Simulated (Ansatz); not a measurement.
System: C2H3 (charge +1, singlet). It need not be the lowest isomer of its formula. 
Structure (B3LYP-D3(BJ)/def2-TZVP (Ansatz, a quantum-chemistry and plane-wave program) minimum search):
```xyz
5

C     -0.5795    -0.0017    -0.0062
C      0.6720     0.0020     0.0071
H      1.7532     0.0052     0.0186
H     -1.1567     0.9359    -0.0245
H     -1.1514    -0.9427    -0.0001
```
Charge +1, spin multiplicity 1.

Basis-set convergence of Hartree-Fock and MP2 correlation energies (hartree) with Ansatz. Correlated levels leave the core frozen unless marked. Spin-orbit coupling is left out. No relativistic terms.

The T1 diagnostic of CCSD in the largest basis is 0.026, which is high, so the coupled-cluster rows are less sure than usual.

| basis | functions | E(HF) | E(corr, MP2) |
|---|---|---|---|
| def2-SVPD | 64 | -77.02806 | -0.23814 |
| def2-TZVPPD | 125 | -77.11776 | -0.27858 |
| def2-QZVPPD | 225 | -77.12118 | -0.29650 |

Extrapolating the two largest sets (X = 3 and 4) as X^-3: E(corr) = (64·(-0.29650) - 27·(-0.27858))/37 = -0.3096 Eh, an estimate of the basis-set limit. The largest set recovers 95.8 % of it, the smallest 76.9 %.
